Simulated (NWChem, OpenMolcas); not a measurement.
From B to In: the HOMO–LUMO gap

One atom is swapped for its congeners: BH3Cl− `[H][B-]([H])([H])Cl`; AlH3Cl− `[AlH3-][Cl]`; InH3Cl− ([InClH3]-) `[H][In-]([H])([H])[Cl]`. The Ga member is missing. All are singlets with charge -1.

Shapes, held fixed at every level: GFN2-xTB. Shapes from a cheap method are rough, which adds to the scatter. Programs: NWChem 7.3.0, OpenMolcas 26.06. A level may come from different programs for different species; with the same settings they agree closely. Values in eV.

```tsv
level	BH3Cl−	AlH3Cl−	InH3Cl−
HF/STO-3G	23.16	22.32	19.00
HF/3-21G	17.21	13.67	12.83
HF/def2-SVP	16.46	14.23	12.62
PBE0/def2-SVP	9.84	8.28	7.34
```

At PBE0/def2-SVP the HOMO–LUMO gap falls at every step, from 9.84 to 7.34 eV. Every level shows the same order. For atoms past krypton def2 sets carry core potentials with scalar relativity. All-electron rows are non-relativistic unless named. Rows without diffuse functions describe anions poorly. Orbital gaps aren't excitation energies, and the LUMO depends on the basis.
